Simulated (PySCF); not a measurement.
Isomers of C5H9NO2Si, mass 143.040 u with the commonest isotopes. Method: PBE0/pcSseg-1 in PySCF (dipole) on a GFN2-xTB geometry, gas phase. One conformer each, none proved a minimum here; rigid rotors.

Task: Order these by rotational constant A, smallest first.
A. `[CH3:1][CH2:2][c:3]1[n:4][o:5][cH:6][c:7]1[O:8][SiH3:9]` with C1–C2–C3–N4 -115°, C6–C7–O8–Si9 -1°
B. `[CH3:1][O:2][SiH2:3]/[CH:4]=[C:5](\[C:6]#[N:7])[O:8][CH3:9]` with C1–O2–Si3–C4 -170°, O2–Si3–C4–C5 55°, C4–C5–O8–C9 1°
C. `[CH3:1][NH:2][C:3](=[O:4])[C:5](=[O:6])/[CH:7]=[CH:8]/[SiH3:9]` with C1–N2–C3–O4 0°, N2–C3–C5–O6 -1°, C3–C5–C7–C8 -178°
D. `[CH3:1][N:2]([SiH3:3])[CH2:4][C:5]#[C:6][C:7](=[O:8])[OH:9]` with C1–N2–C4–C5 -69°, C6–C7–O9–H 180°
E. `[CH2:1]=[C:2]([SiH2:3][NH2:4])[C:5](=[O:6])[CH2:7][CH:8]=[O:9]` with C1–C2–Si3–N4 -16°, C2–Si3–N4–H 171° and -52°, C1–C2–C5–O6 -149°, C2–C5–C7–C8 -98°, C5–C7–C8–O9 107°
F. `[CH3:1][CH2:2][O:3][C@:4]([SiH3:5])([C:6]#[N:7])[CH:8]=[O:9]` with C1–C2–O3–C4 -67°, C2–O3–C4–Si5 -162°, O3–C4–C8–O9 -16°
G. `[CH2:1]=[C:2]([O:3][CH3:4])[SiH2:5]/[N:6]=[CH:7]/[CH:8]=[O:9]` with C1–C2–O3–C4 -2°, C1–C2–Si5–N6 111°, C2–Si5–N6–C7 99°, N6–C7–C8–O9 -179°

Result: F (1555 MHz), A (1894 MHz), G (2122 MHz), B (2383 MHz), D (2719 MHz), E (2963 MHz), C (4268 MHz).

Task: Order these by rotational constant B, largest first.
A. `[CH3:1][N:2]([SiH3:3])[CH2:4][C:5]#[C:6][C:7](=[O:8])[OH:9]` with C1–N2–C4–C5 -69°, C6–C7–O9–H 180°
B. `[CH3:1][CH2:2][O:3][C@:4]([SiH3:5])([C:6]#[N:7])[CH:8]=[O:9]` with C1–C2–O3–C4 -67°, C2–O3–C4–Si5 -162°, O3–C4–C8–O9 -16°
C. `[CH3:1][NH:2][C:3](=[O:4])[C:5](=[O:6])/[CH:7]=[CH:8]/[SiH3:9]` with C1–N2–C3–O4 0°, N2–C3–C5–O6 -1°, C3–C5–C7–C8 -178°
D. `[CH2:1]=[C:2]([O:3][CH3:4])[SiH2:5]/[N:6]=[CH:7]/[CH:8]=[O:9]` with C1–C2–O3–C4 -2°, C1–C2–Si5–N6 111°, C2–Si5–N6–C7 99°, N6–C7–C8–O9 -179°
E. `[CH3:1][CH2:2][c:3]1[n:4][o:5][cH:6][c:7]1[O:8][SiH3:9]` with C1–C2–C3–N4 -115°, C6–C7–O8–Si9 -1°
F. `[CH3:1][O:2][SiH2:3]/[CH:4]=[C:5](\[C:6]#[N:7])[O:8][CH3:9]` with C1–O2–Si3–C4 -170°, O2–Si3–C4–C5 55°, C4–C5–O8–C9 1°
G. `[CH2:1]=[C:2]([SiH2:3][NH2:4])[C:5](=[O:6])[CH2:7][CH:8]=[O:9]` with C1–C2–Si3–N4 -16°, C2–Si3–N4–H 171° and -52°, C1–C2–C5–O6 -149°, C2–C5–C7–C8 -98°, C5–C7–C8–O9 107°
H. `[CH3:1]/[CH:2]=[C:3](\[C:4]#[N:5])[O:6][SiH2:7][O:8][CH3:9]` with C2–C3–O6–Si7 0°, C3–O6–Si7–O8 180°, O6–Si7–O8–C9 -179°

Result: B (1214 MHz), E (1079 MHz), F (816.5 MHz), G (735.9 MHz), D (694.8 MHz), H (651.7 MHz), A (553.6 MHz), C (522.9 MHz).

Task: Order these by rotational constant C, smallest first.
A. `[CH3:1][CH2:2][O:3][C@:4]([SiH3:5])([C:6]#[N:7])[CH:8]=[O:9]` with C1–C2–O3–C4 -67°, C2–O3–C4–Si5 -162°, O3–C4–C8–O9 -16°
B. `[CH3:1][NH:2][C:3](=[O:4])[C:5](=[O:6])/[CH:7]=[CH:8]/[SiH3:9]` with C1–N2–C3–O4 0°, N2–C3–C5–O6 -1°, C3–C5–C7–C8 -178°
C. `[CH2:1]=[C:2]([O:3][CH3:4])[SiH2:5]/[N:6]=[CH:7]/[CH:8]=[O:9]` with C1–C2–O3–C4 -2°, C1–C2–Si5–N6 111°, C2–Si5–N6–C7 99°, N6–C7–C8–O9 -179°
D. `[CH3:1][O:2][SiH2:3]/[CH:4]=[C:5](\[C:6]#[N:7])[O:8][CH3:9]` with C1–O2–Si3–C4 -170°, O2–Si3–C4–C5 55°, C4–C5–O8–C9 1°
E. `[CH2:1]=[C:2]([SiH2:3][NH2:4])[C:5](=[O:6])[CH2:7][CH:8]=[O:9]` with C1–C2–Si3–N4 -16°, C2–Si3–N4–H 171° and -52°, C1–C2–C5–O6 -149°, C2–C5–C7–C8 -98°, C5–C7–C8–O9 107°
F. `[CH3:1]/[CH:2]=[C:3](\[C:4]#[N:5])[O:6][SiH2:7][O:8][CH3:9]` with C2–C3–O6–Si7 0°, C3–O6–Si7–O8 180°, O6–Si7–O8–C9 -179°
G. `[CH3:1][CH2:2][c:3]1[n:4][o:5][cH:6][c:7]1[O:8][SiH3:9]` with C1–C2–C3–N4 -115°, C6–C7–O8–Si9 -1°

Result: B (469.9 MHz), F (542.8 MHz), C (579.4 MHz), E (624.7 MHz), D (664.1 MHz), G (724.7 MHz), A (1004 MHz).

| SMILES | point group | Ia (u·Å²) | Ib (u·Å²) | Ic (u·Å²) | κ | μa (D) | μb (D) | μc (D) |
| --- | --- | --- | --- | --- | --- | --- | --- | --- |
| CCO[C@]([SiH3])(C#N)C=O | C1 | 324.97 | 416.22 | 503.25 | -0.24 | 0.66 | 1.23 | 1.18 |
| C=C([SiH2]N)C(=O)CC=O | C1 | 170.58 | 686.77 | 809.06 | -0.90 | 1.72 | 0.86 | 2.30 |
| CO[SiH2]/C=C(\C#N)OC | C1 | 212.11 | 618.96 | 761.01 | -0.82 | 0.90 | 3.94 | 0.41 |
| C/C=C(\C#N)O[SiH2]OC | near Cs | 167.62 | 775.47 | 930.97 | -0.91 | 2.72 | 4.72 | 0.03 |
| CNC(=O)C(=O)/C=C/[SiH3] | near Cs | 118.42 | 966.41 | 1075.55 | -0.97 | 0.60 | 1.06 | 0.12 |
| CCc1nocc1O[SiH3] | C1 | 266.87 | 468.41 | 697.33 | -0.39 | 3.29 | 1.20 | 0.05 |
| CN([SiH3])CC#CC(=O)O | C1 | 185.85 | 912.87 | 927.52 | -0.99 | 1.68 | 0.56 | 1.39 |
| C=C(OC)[SiH2]/N=C/C=O | C1 | 238.11 | 727.32 | 872.31 | -0.85 | 2.99 | 0.01 | 0.17 |
